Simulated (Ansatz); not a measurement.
`CC[SiH2]C=S` → `C=S` + `CC[SiH]` at 500 K and 1 bar (silylene formation by 1,1-elimination).

Computed with Ansatz on PBE0-D4/def2-TZVP structures; ΔE is electronic, products minus reactants. CCSD(T)/CBS adds triple-zeta CCSD(T) − MP2 to the extrapolated MP2 energy (def2 sets, frozen cores). This one scheme is used for every species. One conformer a species, not always the lowest.

```
      species  CCSD(T)/CBS energy (Eh)  H − E (kJ/mol)  S (J/(mol·K))
`CC[SiH2]C=S`               -805.80454           310.9          435.9
        `C=S`               -436.98974            83.9          252.6
    `CC[SiH]`               -368.72354           220.2          338.0
```

H − E and S are ideal-gas, rigid-rotor, harmonic terms from PBE0-D4/def2-TZVP, for one conformer and one mirror image of each species. 1 Eh = 2625.50 kJ/mol, R = 8.31446 J/(mol·K).

**Question.** By hand: ΔE, ΔH, ΔS and ΔG.

**Answer.** ΔE = (-436.98974) + (-368.72354) − (-805.80454) = 0.09126 Eh = 239.6 kJ/mol. Δ(H − E) = 83.9 + 220.2 − 310.9 = -6.8, so ΔH = 232.8 kJ/mol. ΔS = 252.6 + 338.0 − 435.9 = 154.7 J/(mol·K). ΔG = 232.8 − 500 × (154.7)/1000 = 155.5 kJ/mol.

**Question.** By hand: the equilibrium constant, and the temperature at which ΔG would vanish if ΔH and ΔS stayed fixed.

**Answer.** log₁₀ K = −ΔG/(RT ln 10) = -16.2. ΔG = 0 at ΔH/ΔS = 1505 K.

The number of gas molecules changes by +1, which sets the sign of ΔS. A doubt of 5 kJ/mol in ΔE shifts log₁₀ K by 0.5 here. Other conformers and mirror images would add mixing entropy, several J/(mol·K) or more a flexible species. These are equilibria of isolated gas molecules and say nothing of rates. Largest T1 diagnostic: 0.016 (customary marks: 0.02 for closed shells, 0.045 for open ones).
